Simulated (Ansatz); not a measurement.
`FB(S)S` + HCl → `FB(S)Cl` + H₂S at 600 K and 1 bar (ligand exchange at a B–S bond).

Isolated molecules relaxed with PBE0-D4/def2-TZVP in Ansatz; ΔE leaves out vibrations. CCSD(T)/CBS adds triple-zeta CCSD(T) − MP2 to the extrapolated MP2 energy (def2 sets, frozen cores). This one scheme is used for every species. Each species was taken in one conformer, which may not be the lowest.

```json
{"species": "`FB(S)S`", "CCSD(T)/CBS energy (Eh)": "-921.45384", "H − E (kJ/mol)": "113.2", "S (J/(mol·K))": "367.5"}
{"species": "HCl", "CCSD(T)/CBS energy (Eh)": "-460.38127", "H − E (kJ/mol)": "35.4", "S (J/(mol·K))": "207.2"}
{"species": "`FB(S)Cl`", "CCSD(T)/CBS energy (Eh)": "-982.86970", "H − E (kJ/mol)": "85.6", "S (J/(mol·K))": "354.3"}
{"species": "H₂S", "CCSD(T)/CBS energy (Eh)": "-398.97279", "H − E (kJ/mol)": "60.8", "S (J/(mol·K))": "230.9"}
```

H − E and S are ideal-gas, rigid-rotor, harmonic terms from PBE0-D4/def2-TZVP, for one conformer and one mirror image of each species. 1 Eh = 2625.50 kJ/mol, R = 8.31446 J/(mol·K).

By hand: ΔE, ΔH, ΔS and ΔG.

ΔE = (-982.86970) + (-398.97279) − (-921.45384) − (-460.38127) = -0.00738 Eh = -19.4 kJ/mol. Δ(H − E) = 85.6 + 60.8 − 113.2 − 35.4 = -2.2, so ΔH = -21.6 kJ/mol. ΔS = 354.3 + 230.9 − 367.5 − 207.2 = 10.5 J/(mol·K). ΔG = -21.6 − 600 × (10.5)/1000 = -27.9 kJ/mol.

By hand: the equilibrium constant, and the temperature at which ΔG would vanish if ΔH and ΔS stayed fixed.

log₁₀ K = −ΔG/(RT ln 10) = 2.4. ΔH and −TΔS have one sign here, so there is no such temperature.

The number of gas molecules stays the same, so ΔS is small and ΔH decides. A doubt of 5 kJ/mol in ΔE shifts log₁₀ K by 0.4 here. Other conformers and mirror images would add mixing entropy, several J/(mol·K) or more a flexible species. These are equilibria of isolated gas molecules and say nothing of rates. Largest T1 diagnostic: 0.013 (customary marks: 0.02 for closed shells, 0.045 for open ones).

ΔS is within the doubt of such terms, so its sign, and with it that verdict, could turn.
